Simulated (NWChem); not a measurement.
## Lowest excitation of Cl₂Se

SMILES: Cl[Se]Cl
```xyz
3

Se     0.0000     0.0000     0.6872
Cl    -1.7155     0.0000    -0.6872
Cl     1.7155     0.0000    -0.6872
```
Charge 0, spin multiplicity 1.

All runs are NWChem calculations. All single points use one geometry, from B3LYP/def2-SVP, a minimum by its harmonic frequencies.

Basis set: def2-SVPD.

The Hamiltonian is non-relativistic. The correlated methods keep 19 core orbitals frozen. B3LYP has NWChem's definition, with VWN1-RPA local correlation. The structure started from a generated list of species. Coupled-cluster values serve here as a point of comparison, not as the truth.

### Question
Order these methods by the lowest vertical singlet excitation energy they give, lowest first: TD-PBE, CIS, EOM-CCSD, TDA-CAM-B3LYP, TD-B3LYP.

### Answer
TD-PBE (2.21 eV), TD-B3LYP (2.36 eV), TDA-CAM-B3LYP (2.59 eV), EOM-CCSD (2.82 eV), CIS (3.22 eV)
